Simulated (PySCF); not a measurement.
# Spin-rotation constants: SMILES C#Cc1[nH]c(C)[nH+]c1Br, [C$_{6}$H$_{6}$BrN$_{2}$]+, charge +1

Geometry:
```json
{"atom": "C1", "x (Å)": "3.493", "y (Å)": "0.951", "z (Å)": "-0.564"}
{"atom": "C2", "x (Å)": "2.396", "y (Å)": "0.524", "z (Å)": "-0.322"}
{"atom": "C3", "x (Å)": "1.126", "y (Å)": "0.007", "z (Å)": "-0.040"}
{"atom": "N4", "x (Å)": "-0.025", "y (Å)": "0.767", "z (Å)": "-0.003"}
{"atom": "C5", "x (Å)": "-1.076", "y (Å)": "-0.001", "z (Å)": "0.286"}
{"atom": "C6", "x (Å)": "-2.470", "y (Å)": "0.444", "z (Å)": "0.439"}
{"atom": "N7", "x (Å)": "-0.625", "y (Å)": "-1.251", "z (Å)": "0.439"}
{"atom": "C8", "x (Å)": "0.736", "y (Å)": "-1.284", "z (Å)": "0.245"}
{"atom": "Br9", "x (Å)": "1.722", "y (Å)": "-2.859", "z (Å)": "0.376"}
{"atom": "H10", "x (Å)": "4.453", "y (Å)": "1.325", "z (Å)": "-0.777"}
{"atom": "H11", "x (Å)": "-0.048", "y (Å)": "1.764", "z (Å)": "-0.174"}
{"atom": "H12", "x (Å)": "-2.663", "y (Å)": "0.739", "z (Å)": "1.473"}
{"atom": "H13", "x (Å)": "-3.161", "y (Å)": "-0.358", "z (Å)": "0.188"}
{"atom": "H14", "x (Å)": "-2.676", "y (Å)": "1.303", "z (Å)": "-0.195"}
{"atom": "H15", "x (Å)": "-1.187", "y (Å)": "-2.062", "z (Å)": "0.664"}
```

Total charge +1.

Computed, not measured: GIAO HF/pcSseg-1 magnetisability, rotational g tensor and spin-rotation constants, non-relativistic, gas phase (PySCF). Geometry: GFN2-xTB.

The calculation is non-relativistic, which matters for the atoms heavier than Zn. For an ion the centre-of-mass motion in the field is neglected.

Give the nuclear spin-rotation constants along the inertial axes (H = +C I·J) beside the isotropic shieldings.

Rotational constants 1.5105, 0.8535, 0.5472 GHz. A star marks the isotopologue with that one atom substituted, in its own axes.
| atom | isotope | Caa (kHz) | Cbb (kHz) | Ccc (kHz) | mean (kHz) | σ (ppm) |
| --- | --- | --- | --- | --- | --- | --- |
| N4 | 14N | 0.218 | 0.103 | 0.029 | 0.117 | 78.6 |
| N7 | 14N | 0.157 | 0.138 | 0.032 | 0.109 | 75.0 |
| Br9 | 79Br | 0.628 | 1.867 | 0.958 | 1.151 | 2170.2 |
| H10 | 1H | -0.154 | 0.011 | -0.069 | -0.070 | 27.4 |
| H11 | 1H | -0.017 | -0.019 | -0.073 | -0.036 | 22.7 |
| H12 | 1H | -0.153 | -0.103 | -0.007 | -0.087 | 28.9 |
| H13 | 1H | -0.178 | -0.013 | -0.057 | -0.082 | 29.0 |
| H14 | 1H | -0.064 | -0.078 | -0.056 | -0.066 | 29.0 |
| H15 | 1H | -0.172 | 0.066 | -0.073 | -0.059 | 22.8 |
| C1 | 13C* | 0.439 | 0.134 | 0.196 | 0.257 | 79.9 |
| C2 | 13C* | 0.402 | -0.007 | 0.164 | 0.186 | 136.0 |
| C3 | 13C* | 0.588 | 0.290 | 0.078 | 0.319 | 66.4 |
| C5 | 13C* | 0.645 | 0.379 | 0.084 | 0.370 | 31.2 |
| C6 | 13C* | 0.171 | 0.107 | 0.063 | 0.114 | 179.8 |
| C8 | 13C* | 0.676 | 0.276 | 0.090 | 0.347 | 52.4 |

For the geometry as given, no vibrational averaging.
